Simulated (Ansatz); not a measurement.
SbH$_{3}$Te (SMILES [SbH2][TeH]), closed shell: a single point displaced at random from a GFN2-xTB minimum.

Input (in.yaml):

```yaml
crystal:
  periodic: [false, false, false]
  atoms:
    - {symbol: Sb, position_ang: [-0.787200, -0.963700, -0.561200]}
    - {symbol: Te, position_ang: [0.190300, 1.544300, -0.968800]}
    - {symbol: H, position_ang: [-1.126200, -0.586500, 1.089600]}
    - {symbol: H, position_ang: [0.718200, -1.516600, -0.023200]}
    - {symbol: H, position_ang: [1.037100, 1.565000, 0.414400]}
basis:
  gaussian: {orbitals: def2-TZVPP}
correlation: {method: ccsd_t}
output: {forces: true}
```

An equivalent command:

```bash
ansatz run in.yaml --threads 4 --pin off --events-out ev --progress --plain
```

What Ansatz 0.2.0 printed:

```
Functional definition: HF
  name "HF"
  cite "Fock, Z. Phys. 61, 126 (1930) doi:10.1007/BF01340294"
  parent pbe
  exchange = exact_x
  correlation = 0
1160 factors; integrals over basis functions are off by at most 7.3e-4 eV
mean field evaluation 1: about -13822.8718 eV, gradient 1.1e1 eV
mean field evaluation 2: about -13823.0326 eV, gradient 1.1e1 eV
mean field evaluation 4: about -13823.7313 eV, gradient 2.3e0 eV
mean field evaluation 8: about -13823.7536 eV, gradient 1.5e-1 eV
mean field evaluation 16: about -13823.4643 eV, gradient 5.0e0 eV
mean field -13823.75375362 eV, -508.0135803687 hartree, gradient 2.6e-6 eV, S^2 0.000000; 0 other end points of the search recorded, 0 dependent functions left out
8 core orbitals not correlated: weight in the atoms' cores, before any rotation towards them, 1.000 or more for the frozen orbitals, at most 0.000 for the correlated occupied ones
reference -13823.75375362 eV, -508.0135803687 hartree; 17, 17 occupied and 117, 117 virtual orbitals, 1160 factors
second order -22.45652044 eV of doubles, -0.00000000 eV of singles
cycle   1  -21.37694461 eV  change     1.1e0 eV  update   1.0e-1
cycle   2  -21.97436529 eV  change   -6.0e-1 eV  update   2.9e-2
cycle   3  -22.02069204 eV  change   -4.6e-2 eV  update   1.5e-2
cycle   4  -21.99891554 eV  change    2.2e-2 eV  update   4.2e-3
cycle   5  -22.00122582 eV  change   -2.3e-3 eV  update   1.9e-3
cycle   6  -22.00207186 eV  change   -8.5e-4 eV  update   6.0e-4
cycle   7  -22.00154932 eV  change    5.2e-4 eV  update   2.1e-4
cycle   8  -22.00158900 eV  change   -4.0e-5 eV  update   7.8e-5
cycle   9  -22.00165349 eV  change   -6.4e-5 eV  update   2.1e-5
cycle  10  -22.00163164 eV  change    2.2e-5 eV  update   9.6e-6
cycle  11  -22.00164331 eV  change   -1.2e-5 eV  update   3.3e-6
perturbative correction -0.58143536 eV, -0.0213673553 hartree
the calculation of the forces begins
Total energy: -13846.33683228 eV, -508.8434932023 hartree
Atom 0 at    -0.787200    -0.963700    -0.561200 Å, force    -0.089669    -0.128896     0.719212 eV/Å
Atom 1 at     0.190300     1.544300    -0.968800 Å, force    -0.104904     0.521014    -0.643094 eV/Å
Atom 2 at    -1.126200    -0.586500     1.089600 Å, force    -0.153237    -0.172717    -0.375071 eV/Å
Atom 3 at     0.718200    -1.516600    -0.023200 Å, force     0.106127    -0.200627    -0.121578 eV/Å
Atom 4 at     1.037100     1.565000     0.414400 Å, force     0.241683    -0.018774     0.420531 eV/Å
Dipole moment:    -0.064449    -0.192724     0.029094 e Å
```

The lines “mean field evaluation” count trial sets of orbitals through the whole run, from several starts and some on an approximate energy, so they need not fall steadily or lie above the final value.

The run took 2.2 min on 4 CPU threads (shared host), with 1.9 GiB of host memory at its peak.
